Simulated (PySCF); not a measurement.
SMILES C[S][SnH3], PBE0/def2-SVP optimised geometry.

```
9

Sn    -0.57    -0.81     0.00
S     -1.37    -1.95     1.98
C     -0.61    -0.92     3.28
H     -1.20    -1.69    -1.32
H     -1.14     0.81     0.00
H      1.14    -0.81     0.00
H      0.48    -0.93     3.23
H     -0.92    -1.36     4.24
H     -0.98     0.12     3.25
```

Density from PBE0/def2-TZVP, def2 effective core potentials past Kr in PySCF at that geometry. The core electrons that the potentials of Sn replace are not part of the density.

Minimum of the electron density along straight lines between bonded atoms, close to the bond critical point (lines longer than 1.1 times the sum of covalent radii, or with two minima, are not listed):

| bond | length / Å | ρ at the minimum / e bohr⁻³ | ∇²ρ there / e bohr⁻⁵ | position (fraction from the first atom) |
|---|---|---|---|---|
| Sn1–S2 | 2.421 | 0.085 | 0.08 | 0.47 |
| S2–C3 | 1.823 | 0.176 | -0.28 | 0.53 |
| Sn1–H4 | 1.709 | 0.114 | 0.07 | 0.63 |
| Sn1–H5 | 1.716 | 0.113 | 0.07 | 0.63 |
| Sn1–H6 | 1.716 | 0.113 | 0.07 | 0.63 |
| C3–H7 | 1.100 | 0.275 | -0.93 | 0.65 |
| C3–H8 | 1.099 | 0.274 | -0.93 | 0.65 |
| C3–H9 | 1.100 | 0.275 | -0.93 | 0.65 |
